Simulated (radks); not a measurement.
Results of a calculation; reference values are marked as such.
Question: The bismuth ion Bi2+, 81 electrons, occupied as [Hg] 6p1. Code: a radial shooting solver on a logarithmic mesh with Libxc functionals. Model: Dirac Kohn-Sham, LDA (Slater exchange, Perdew-Wang correlation), spin-unpolarised, spherical densities, point nucleus; open shells fill j = l - 1/2 first. Some entries of the table are withheld. Estimate them.

| orbital | occ. | eigenvalue (eV) | <1/r> (bohr^-1) |
|---|---|---|---|
| 1s1/2 | 2 | -90469.32 | 103.3 |
| 2s1/2 | 2 | -16255.62 | 25.59 |
| 2p1/2 | 2 | -15621.46 | 25.53 |
| 2p3/2 | 4 | -13303.70 | 20.24 |
| 3s1/2 | 2 | -3935.998 | 9.377 |
| 3p1/2 | 2 | -3649.200 | 9.286 |
| 3p3/2 | 4 | -3130.341 | 7.898 |
| 3d3/2 | 4 | -2659.507 | 7.802 |
| 3d5/2 | 6 | -2549.447 | 7.496 |
| 4s1/2 | 2 | -915.7766 | 3.990 |
| 4p1/2 | 2 | (1) | 3.880 |
| 4p3/2 | 4 | (2) | 3.397 |
| 4d3/2 | 4 | -460.1615 | 3.204 |
| 4d5/2 | 6 | -436.2500 | 3.096 |
| 5s1/2 | 2 | -174.6680 | 1.674 |
| 4f5/2 | 6 | -172.6541 | 2.766 |
| 4f7/2 | 8 | -167.1590 | 2.725 |
| 5p1/2 | 2 | -131.3094 | (3) |
| 5p3/2 | 4 | -106.3952 | (4) |
| 5d3/2 | 4 | -45.9798 | 1.094 |
| 5d5/2 | 6 | -42.9377 | 1.052 |
| 6s1/2 | 2 | -30.7096 | 0.6222 |
| 6p1/2 | 1 | -21.2714 | 0.5241 |
| 6p3/2 | 0 | -18.5270 | 0.4686 |

Answer: 
(1) 4p1/2 eigenvalue (eV): -791.1662
(2) 4p3/2 eigenvalue (eV): -663.0369
(3) 5p1/2 <1/r> (bohr^-1): 1.553
(4) 5p3/2 <1/r> (bohr^-1): 1.374
